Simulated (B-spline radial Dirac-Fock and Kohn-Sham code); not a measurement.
# f′ and f″ of Dy, 552.8 eV to 6.9303 keV

These are calculated numbers from a B-spline atomic structure program; the model is the dispersion relation over Dirac-Hartree-Slater subshell photoionisation cross sections, with the Kissel-Pratt high-energy constant (isolated atom, no bound-bound lines or fine structure). The forward scattering factor is f₀ + f′ + i f″.

Input of the calculation (task.json; shells as n, l, electrons):

```json
{"items": [{
  "Z": 66,
  "q": 0,
  "cfg": [[1, 0, 2], [2, 0, 2], [2, 1, 6], [3, 0, 2], [3, 1, 6], [3, 2, 10], [4, 0, 2], [4, 1, 6], [4, 2, 10], [4, 3, 10], [5, 0, 2], [5, 1, 6], [6, 0, 2]],
  "A": 164,
  "rrms": 5.2218,
  "do": "dispersion",
  "hv": [552.8, 555.3, 1000.0, 1084.0, 1253.6, 1272.0, 1480.0, 1486.9, 1591.0, 1676.0, 1704.0, 1739.0, 1881.0, 2000.0, 2193.0, 2321.0, 2412.0, 2984.4, 4000.0, 4510.9, 5414.7, 6000.0, 6403.9, 6930.3, 7174.0, 8047.8, 9251.7, 10070.0, 12000.0, 15000.0, 17479.3, 22162.9, 24180.0, 24209.8, 26400.0, 27530.0, 29800.0, 30000.0, 37910.0, 40000.0, 51560.0, 54120.0, 62400.0, 70220.0],
  "edges": {"K": 53789.0, "L1": 9046.0, "L2": 8581.0, "L3": 7790.0, "M1": 2047.0, "M2": 1842.0, "M3": 1676.0, "M4": 1333.0, "M5": 1292.0, "N1": 414.2, "N2": 333.5, "N3": 293.2, "N4": 153.6, "N5": 153.6}
}]}
```

Launch: `python xray2_run.py task.json out`

Edges near this range: L2 8581.0 eV, L3 7790.0 eV, M1 2047.0 eV, M2 1842.0 eV, M3 1676.0 eV, M4 1333.0 eV, M5 1292.0 eV, N1 414.2 eV.

```
hν (eV)  λ (Å)   f′ (e)  f″ (e)  tabulated f′  tabulated f″
  552.8  22.43  -31.311  14.131             –         11.81
  555.3  22.33  -31.266  14.101             –         11.81
   1000  12.40  -30.507   9.532        -30.78          9.22
   1084  11.44  -32.079   8.893        -32.53          8.43
 1253.6  9.890  -41.437   7.780        -42.29          7.28
   1272  9.747  -44.510   7.672        -45.88          7.28
   1480  8.377  -28.308  32.462        -29.30         32.40
 1486.9  8.338  -27.876  32.247        -28.88         32.16
   1591  7.793  -23.688  29.300        -24.26         29.01
   1676  7.398  -43.701  27.216        -23.65         29.11
   1704  7.276        ?       ?             ?             ?
   1739  7.130  -19.954  30.037        -20.04         29.36
   1881  6.591  -16.224  28.827        -16.18         27.89
   2000  6.199  -13.650  26.677        -13.82         25.71
   2193  5.654  -10.269  24.802        -10.12         23.91
   2321  5.342   -8.730  23.028         -8.68         22.28
   2412  5.140   -7.898  21.881         -7.86         21.24
 2984.4  4.154   -5.131  16.316         -5.12         16.00
   4000  3.100   -4.110  10.662         -4.13         10.12
 4510.9  2.749   -4.213   8.895         -4.23          8.39
 5414.7  2.290   -4.823   6.715         -4.83          6.36
   6000  2.066   -5.457   5.719         -5.49          5.43
 6403.9  1.936   -6.039   5.161         -6.10          4.91
 6930.3  1.789   -7.120   4.552         -7.22          4.36
```

Q: What are f′ and f″ at 1704 eV?

A: f′ = -21.654 and f″ = 30.857 electrons (tables: -21.56 and 30.20). By the optical theorem f″ corresponds to a photoabsorption cross section 2 rₑ λ f″ = 1.27e+06 b.

Tabulated f′: xraylib 4.2 anomalous scattering factors (Cullen et al., EPDL97); f″: Chantler's tables (J. Phys. Chem. Ref. Data 1995 and 2000). Both are theoretical tables.
